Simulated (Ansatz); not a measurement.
Reaction (substitution at a C–F bond): `C/C=C(/C)F` + HI → `C/C=C(\C)I` + H–F

Gas-phase electronic energies from Ansatz, PBE0-D4/def2-TZVP geometries. CBS: MP2 limit from def2 TZ/QZ plus the TZ coupled-cluster correction, frozen cores. This one scheme is used for every species. Double bonds are as drawn, so ΔE can hold a change between cis and trans. DFT in def2-TZVPP. B3LYP here is the variant with VWN-RPA as its local correlation; programs differ in this. HSE06 is defined as in plane-wave codes. def2 core potentials past Kr. For I outer-core shells are correlated without core-valence functions, which leaves a few kJ/mol of doubt a bond.

Task: Is it downhill or uphill in electronic energy at CCSD(T)/CBS, and by how much? (Estimate.)

Result: The calculation gave: Downhill: ΔE = -28.6 kJ/mol.

Task: What do these levels give: PBE-D4, BLYP-D4, r2SCAN-D4, HSE06-D4, B3LYP, BHLYP, CAM-B3LYP, MP2/def2-SVP, MP2/def2-TZVPP, CCSD/def2-TZVPP, CCSD(T)/def2-TZVPP, MP2/CBS(def2)? (Best estimate.)

Result: Ansatz gave: PBE-D4 -11.5, BLYP-D4 -10.0, r2SCAN-D4 -3.9, HSE06-D4 -11.4, B3LYP 4.7, BHLYP 7.2, CAM-B3LYP 10.5, MP2/def2-SVP -3.0, MP2/def2-TZVPP -39.4, CCSD/def2-TZVPP -13.7, CCSD(T)/def2-TZVPP -19.9, MP2/CBS(def2) -48.1 kJ/mol.

Largest T1 diagnostic among the species: 0.011.

At CCSD(T), def2-SVP lies +39.9 kJ/mol from the extrapolated value and def2-TZVPP +8.7 kJ/mol. Leaving LDA and LC-ωPBE aside and taking each functional with its dispersion term where it has one, the values, not all of them listed here, spread over 20.9 kJ/mol, from PBE-QIDH to CAM-B3LYP-D4. LDA lies +3.4 kJ/mol from PBE without D4.
